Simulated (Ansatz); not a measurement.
```yaml
crystal:
  periodic: [false, false, false]
  atoms:
    - {symbol: I, position_ang: [-1.564918, -0.489780, 3.243644]}
    - {symbol: Al, position_ang: [-0.506330, -0.165582, 1.060729]}
    - {symbol: C, position_ang: [0.514257, 0.774131, -0.227679]}
    - {symbol: C, position_ang: [-0.043343, -0.651254, -0.709683]}
    - {symbol: H, position_ang: [1.599900, 0.837716, -0.177795]}
    - {symbol: H, position_ang: [0.116503, 1.622598, -0.781772]}
    - {symbol: H, position_ang: [-0.754011, -0.600132, -1.532782]}
    - {symbol: H, position_ang: [0.730243, -1.384699, -0.930461]}
basis:
  gaussian: {orbitals: def2-TZVPP, nuclear_model: gaussian}
hamiltonian: {xc: {name: HF}}
correlation: {active_space: {window: {electrons: 6, orbitals: 2}}}
accuracy: high
scf: {lower_state_search: light}
```

```sh
$ ansatz run in.yaml --threads 2 --pin off --events-out ev --progress --plain --max-ram 4352MiB
```

It prints (some lines left out):

```
Functional definition: HF
3654 factors; integrals over basis functions are off by at most 2.1e-8 eV
mean field evaluation 1: about -16776.6422 eV, gradient 3.7e1 eV
mean field evaluation 2: about -16776.7816 eV, gradient 3.7e1 eV
mean field evaluation 4: about -16780.5148 eV, gradient 3.3e0 eV
mean field evaluation 8: about -16780.5764 eV, gradient 2.5e-1 eV
mean field evaluation 16: about -16780.5768 eV, gradient 5.5e-8 eV
mean field -16780.57675534 eV, -616.6748214753 hartree, gradient 5.5e-8 eV, S^2 0.000000; 0 other end points of the search recorded, 0 dependent functions left out
reference -16780.57675534 eV, -616.6748214753 hartree; 27, 27 occupied and 183, 183 virtual orbitals, 3654 factors
Error: 6 electrons in 2 orbitals form no window around the highest filled level of the reference
```

**Question.** What is wrong with this run?

**Answer.** The active space doesn't fit the electrons. The run stopped with an error.
